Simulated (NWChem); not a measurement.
Molecule: C2H5N3Si; SMILES N[SiH]1N=CC=N1

```xyz
11

N      0.0548     2.1045     0.5162
Si    -0.0473     0.6756    -0.4236
N      1.3455    -0.4139    -0.1121
C      0.8096    -1.5343     0.1893
C     -0.7192    -1.5924     0.2324
N     -1.3474    -0.5141    -0.0399
H      0.2795     2.0639     1.5027
H     -0.5306     2.9016     0.3001
H     -0.1756     1.0572    -1.8475
H      1.4062    -2.4277     0.4096
H     -1.2312    -2.5284     0.4866
```
Atoms are numbered in this order, from 1.

Computed with NWChem. Coordinates come from a B3LYP/6-31G* (spherical d) optimisation. Hybrids' shares of exact exchange are those that their runs print; pure functionals count as 0. The functionals differ in more than this share.

```csv
row,share of exact exchange,highest occupied level (eV)
PBE/def2-TZVP,0.00,-6.00
"LDA (Slater exchange, VWN5)/def2-TZVP",0.00,-6.14
TPSSh/def2-TZVP,0.10,-6.65
B3LYP/def2-TZVP,0.20,withheld
PBE0/def2-TZVP,0.25,-7.43
```

Question: Fit a straight line of the last column on the one before it, predict the withheld value, and compare with the run.

Answer: 
1. Means of the 4 shown rows: x = 0.087, y = -6.555. Slope Σ(x − x̄)(y − ȳ)/Σ(x − x̄)² = -0.2282/0.04188 = -5.451; intercept -6.078.
2. The shown rows scatter about the line by 0.052 (root mean square); the largest residual is +0.08, at PBE/def2-TZVP.
3. At x = 0.20 (B3LYP/def2-TZVP; inside the shown range) the line gives -7.17.
4. The run gives -7.21, -0.04 from the line, 0.8 times the scatter.
